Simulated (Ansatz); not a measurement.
The same atomization along the group F, Cl, Br, I.

Isolated molecules relaxed with PBE0-D4/def2-TZVP in Ansatz; ΔE leaves out vibrations. CCSD(T)/CBS is the MP2 limit (def2-TZVPP, def2-QZVPP) plus CCSD(T) − MP2 in def2-TZVPP, frozen cores. This one scheme is used for every species, atoms too. No spin–orbit coupling; open shells (•) take unrestricted orbitals. Spin–orbit coupling would lower the free atoms: a little for Cl, F; clearly for Br; strongly for I, Sn. Elements past krypton have def2 core potentials. For Br, I, Sn outer-core shells are correlated without core-valence functions, so the limit isn't a true one: a few kJ/mol of doubt a bond, and 10 to 20 or more in all where bonds break to atoms. Scalar relativity is left out up to krypton.

```
                       reaction  CCSD(T)/CBS(def2) (kcal/mol)
  `[F][SnH3]` → 3 H• + F• + Sn•                         304.6
`[Cl][SnH3]` → 3 H• + Cl• + Sn•                         279.4
`[Br][SnH3]` → 3 H• + Br• + Sn•                             ?
  `[SnH3][I]` → 3 H• + I• + Sn•                         259.8
```

Task: Fill in the missing values. (Best estimate.)

Result: Ansatz gave: `[Br][SnH3]` → 3 H• + Br• + Sn•: +271.2 kcal/mol.

Largest T1 diagnostic: 0.014, for `[F][SnH3]`.

For atomizations the MP2-based limit and the directly extrapolated one differ by several kJ/mol either way, and by 10 to 25 for some Ge, Se and Sn compounds, so smaller differences from it don't rank the levels.
